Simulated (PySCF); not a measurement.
Gas-phase reaction: 3 SiBr2 + 2 SiH ⇌ 2 SiHBr3 + 3 Si

Computed with PySCF and rigid-rotor harmonic-oscillator thermochemistry at 1 bar. 'Table' is the NASA 1993 thermochemical table (part measured, part estimated). † marks an energy on the PBE0/def2-TZVP geometry and frequencies; other levels use their own. MP2 and CCSD(T) freeze the core. Open shells (unrestricted): SiH (multiplicity 2), Si (multiplicity 3); the rest are closed-shell singlets. Spin-orbit splitting is ignored; it lowers the true energy and changes the entropy of SiH, Si. Br: all electrons, no relativistic terms. MP2 isn't extrapolated to the basis-set limit. CCSD(T) isn't extrapolated to the basis-set limit. The table's entry may be an old estimate for SiBr2, SiH, SiHBr3 (not checked at source).

```
level               ΔH°(298 K), kJ
------------------  --------------
table                        147.7
CCSD(T)/def2-SVP†            115.9
HF/def2-TZVP†                -30.5
M06-2X/def2-TZVP†            199.2
MP2/def2-SVP†                    …
MP2/def2-TZVPP†                  …
PBE/def2-SVP                 217.7
PBE0/def2-QZVP†              155.8
PBE0/def2-TZVP               155.2
r2SCAN/def2-TZVP†                …
LDA/def2-TZVP†                   …
ωB97X-V/def2-TZVP†           145.0
```

### Question
Some entries are withheld; supply them.

### Answer

- MP2/def2-SVP†, ΔH°(298 K), kJ: 72.0
- MP2/def2-TZVPP†, ΔH°(298 K), kJ: 84.4
- r2SCAN/def2-TZVP†, ΔH°(298 K), kJ: 139.2
- LDA/def2-TZVP†, ΔH°(298 K), kJ: 232.1
